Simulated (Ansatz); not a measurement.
Geometry optimisation, RKS PBE-D4/def2-mTZVP (Ansatz).

Input file:

```yaml
crystal:
  periodic: [false, false, false]
  atoms:
    - { symbol: Al, position_ang: [0.007589, 0.166346, 0.095516] }
    - { symbol: "N", position_ang: [-0.029241, 0.053507, 1.970975] }
    - { symbol: H, position_ang: [-0.901108, 0.236091, 2.467257] }
    - { symbol: H, position_ang: [0.73313, 0.490944, 2.490906] }
    - { symbol: Cl, position_ang: [1.81303, 0.740085, -0.8221] }
    - { symbol: O, position_ang: [-1.388751, 0.004189, -0.87192] }
    - { symbol: H, position_ang: [-2.233675, -0.274338, -0.487077] }
    - { symbol: O, position_ang: [0.613188, -2.656925, 0.771891] }
    - { symbol: H, position_ang: [-0.172992, -3.224915, 0.665675] }
    - { symbol: H, position_ang: [0.42063, -2.124882, 1.591677] }
basis:
  gaussian: { orbitals: def2-mTZVP }
hamiltonian:
  xc: pbe
  dispersion: d4
relax:
  f_tol: 0.03
  max_steps: 50
```

Launched with:

```bash
$ ansatz run input.yaml --threads 4 --pin off --max-ram 5120MiB --backend cpu --events-out ev --progress --plain --runs-dir out
```

Q: Where does it end, and by what steps?

A: The run converged. After 26 steps the energy has fallen by 0.735 eV; O6 moved furthest, 0.81 Å. Joined: Al1–O8 (2.97 → 2.00 Å).

| step | energy less start (eV) | largest force component (eV/Å) | accepted |
| --- | --- | --- | --- |
| 0 | 0.0000 | 1.376 | yes |
| 1 | -0.1701 | 0.757 | yes |
| 2 | -0.3976 | 1.024 | yes |
| 3 | -0.5409 | 0.948 | yes |
| 4 | -0.5814 | 0.459 | yes |
| 5 | -0.6067 | 0.221 | yes |
| 6 | -0.6075 | 0.454 | yes |
| 7 | -0.6259 | 0.195 | yes |
| 8 | -0.6357 | 0.344 | yes |
| 9 | -0.6469 | 0.130 | yes |
| 10 | -0.4966 | 2.438 | no |
| 11 | -0.6568 | 0.125 | yes |
| 12 | -0.6583 | 0.796 | yes |
| 13 | -0.6744 | 0.524 | yes |
| 14 | -0.5845 | 1.419 | no |
| 15 | -0.6946 | 0.388 | yes |
| 16 | -0.7074 | 0.136 | yes |
| 17 | -0.7190 | 0.314 | yes |
| 18 | -0.7233 | 0.383 | yes |
| 19 | -0.7240 | 0.535 | yes |
| 20 | -0.6983 | 1.354 | no |
| 21 | -0.7272 | 0.307 | yes |
| 22 | -0.7288 | 0.154 | yes |
| 23 | -0.7266 | 0.488 | no |
| 24 | -0.7344 | 0.031 | yes |
| 25 | -0.7337 | 0.067 | no |
| 26 | -0.7353 | 0.022 | yes |

```xyz
10
Properties=species:S:1:pos:R:3
Al -0.002 -0.262 0.344
N 0.057 -0.002 2.153
H -0.808 0.235 2.642
H 0.810 0.550 2.564
Cl 1.538 0.618 -0.849
O -1.555 -0.588 -0.353
H -1.847 -0.149 -1.166
O 0.501 -2.175 0.617
H -0.252 -2.725 0.315
H 0.419 -2.093 1.605
```

Whether the end is a true minimum wasn't checked by a vibrational analysis.

The run took 40 s on 4 threads of Arm Neoverse V2, with other jobs on the host, peak memory 0.17 GiB.
